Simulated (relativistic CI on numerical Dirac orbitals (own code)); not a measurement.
# Lu3+: L2,3 absorption edge

Computed with this model: Dirac-Coulomb-Breit CI, KLI orbitals optimised for each configuration, a model potential for QED, multiplet model of core-to-valence dipole absorption, unscaled Slater integrals; configurations [Xe] 4f14 → [He] 2s2 2p5 3s2 3p6 3d10 4s2 4p6 4d10 4f14 5s2 5p6 5d; 10 K; Lorentzian 7.5 eV and Gaussian 1 eV FWHM. Energies are those of the free ion, without screening or charge transfer. The branching ratio is the share of the lower-energy edge in the whole absorption, uncertain by about 0.02 where the edges overlap. S is read from ⟨S²⟩ = S(S + 1).

Field parameters in Wybourne normalisation: D3d B²₀ = −7Dσ, B⁴₀ = −14Dq − 21Dτ, B⁴₃ = −14√(10/7) Dq; D4h B²₀ = −7Ds, B⁴₀ = 21(Dq − Dt), B⁴₄ = 21√(5/14) Dq. The field is a parameter set, without covalency.

Computed curve for D4h, 10Dq = 42450, Ds = 1280, Dt = 30 cm⁻¹, scaled to 100 at the maximum (points under 2 are left out and the grid is thinned):

```json
{"Energy (eV)": "9218.0", "Intensity": "2.3"}
{"Energy (eV)": "9219.5", "Intensity": "2.6"}
{"Energy (eV)": "9221.5", "Intensity": "3.0"}
{"Energy (eV)": "9223.0", "Intensity": "3.4"}
{"Energy (eV)": "9225.0", "Intensity": "4.0"}
{"Energy (eV)": "9226.5", "Intensity": "4.6"}
{"Energy (eV)": "9228.5", "Intensity": "5.7"}
{"Energy (eV)": "9230.0", "Intensity": "6.7"}
{"Energy (eV)": "9232.0", "Intensity": "8.6"}
{"Energy (eV)": "9233.5", "Intensity": "10.6"}
{"Energy (eV)": "9235.5", "Intensity": "14.5"}
{"Energy (eV)": "9237.0", "Intensity": "19.0"}
{"Energy (eV)": "9238.5", "Intensity": "25.7"}
{"Energy (eV)": "9240.5", "Intensity": "40.8"}
{"Energy (eV)": "9242.0", "Intensity": "59.1"}
{"Energy (eV)": "9244.0", "Intensity": "89.1"}
{"Energy (eV)": "9245.5", "Intensity": "100.0"}
{"Energy (eV)": "9247.5", "Intensity": "96.0"}
{"Energy (eV)": "9249.0", "Intensity": "93.8"}
{"Energy (eV)": "9251.0", "Intensity": "81.0"}
{"Energy (eV)": "9252.5", "Intensity": "60.8"}
{"Energy (eV)": "9254.5", "Intensity": "37.6"}
{"Energy (eV)": "9256.0", "Intensity": "26.6"}
{"Energy (eV)": "9258.0", "Intensity": "17.7"}
{"Energy (eV)": "9259.5", "Intensity": "13.6"}
{"Energy (eV)": "9261.0", "Intensity": "10.8"}
{"Energy (eV)": "9263.0", "Intensity": "8.2"}
{"Energy (eV)": "9264.5", "Intensity": "6.8"}
{"Energy (eV)": "9266.5", "Intensity": "5.4"}
{"Energy (eV)": "9268.0", "Intensity": "4.7"}
{"Energy (eV)": "9270.0", "Intensity": "3.9"}
{"Energy (eV)": "9271.5", "Intensity": "3.4"}
{"Energy (eV)": "9273.5", "Intensity": "2.9"}
{"Energy (eV)": "9275.0", "Intensity": "2.6"}
{"Energy (eV)": "9277.0", "Intensity": "2.3"}
{"Energy (eV)": "9278.5", "Intensity": "2.0"}
{"Energy (eV)": "10333.0", "Intensity": "2.2"}
{"Energy (eV)": "10335.0", "Intensity": "2.8"}
{"Energy (eV)": "10336.5", "Intensity": "3.4"}
{"Energy (eV)": "10338.5", "Intensity": "4.4"}
{"Energy (eV)": "10340.0", "Intensity": "5.5"}
{"Energy (eV)": "10342.0", "Intensity": "7.8"}
{"Energy (eV)": "10343.5", "Intensity": "10.5"}
{"Energy (eV)": "10345.5", "Intensity": "16.6"}
{"Energy (eV)": "10347.0", "Intensity": "24.1"}
{"Energy (eV)": "10349.0", "Intensity": "37.9"}
{"Energy (eV)": "10350.5", "Intensity": "44.4"}
{"Energy (eV)": "10352.5", "Intensity": "41.3"}
{"Energy (eV)": "10354.0", "Intensity": "37.7"}
{"Energy (eV)": "10355.5", "Intensity": "34.8"}
{"Energy (eV)": "10357.5", "Intensity": "26.1"}
{"Energy (eV)": "10359.0", "Intensity": "18.6"}
{"Energy (eV)": "10361.0", "Intensity": "11.7"}
{"Energy (eV)": "10362.5", "Intensity": "8.5"}
{"Energy (eV)": "10364.5", "Intensity": "5.9"}
{"Energy (eV)": "10366.0", "Intensity": "4.7"}
{"Energy (eV)": "10368.0", "Intensity": "3.5"}
{"Energy (eV)": "10369.5", "Intensity": "2.9"}
{"Energy (eV)": "10371.5", "Intensity": "2.3"}
{"Energy (eV)": "10373.0", "Intensity": "2.0"}
```

The ground state has S = 0.00, and the centroid lies at 9575.36 eV.
